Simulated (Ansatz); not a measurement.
Several settings on one geometry of the cluster OsO3⁻ (the lowest doublet isomer of a short search) (that of the charge -1 doublet, PBE-D4/def2-TZVPD). Ansatz on 4 threads of Intel Xeon on a shared host; times are rough.

```xyz
4

Os   -0.001   -0.034    0.077
O     1.425    0.274    1.025
O     0.024    0.689   -1.545
O    -1.447   -0.929    0.443
```

Totals from different functionals, basis sets or treatments of relativity can't be compared as stabilities.

In the def2 sets Os takes a core potential; there is no spin–orbit coupling. Correlated methods freeze 3 core orbitals; core or outer-core shells of Os are correlated, in sets that lack core-valence functions.

The spins typed aren't always the lowest for that charge.

(1) Give the basis size and estimate the energy, ⟨S²⟩ and time of these runs.

```csv
run,method,charge,state,further keys
1,UKS PBE0-DH/def2-mTZVPP,-1,quartet,"final_grid: {core_spheres: 5, valence_spheres: 4, degree: 11}; accuracy: high; scf: {omitted_lower_state_checks: [starts]}; forces asked"
2,UKS BLYP/def2-SVP,-1,doublet,–
3,UKS PBE-QIDH/def2-SVPD,-1,doublet,scf: {omitted_lower_state_checks: [starts]}
4,UKS ωB97X-V/def2-TZVP,-1,doublet,"final_grid: {core_spheres: 8, valence_spheres: 7, degree: 23}; nuclear_model: gaussian; forces asked"
```

Answers

(1) 
```json
{"run": "1", "functions": "108", "energy (Eh)": "-316.1078", "⟨S²⟩": "3.78", "wall time": "18 s"}
{"run": "2", "functions": "74", "energy (Eh)": "-316.2793", "⟨S²⟩": "0.75", "wall time": "4.6 s"}
{"run": "3", "functions": "104", "energy (Eh)": "-315.7893", "⟨S²⟩": "0.78", "wall time": "14 s"}
{"run": "4", "functions": "133", "energy (Eh)": "-316.4367", "⟨S²⟩": "0.76", "wall time": "19 s"}
```

The highest occupied level of an anion often lies above zero with these methods, and sets without diffuse functions describe the outer electron poorly.
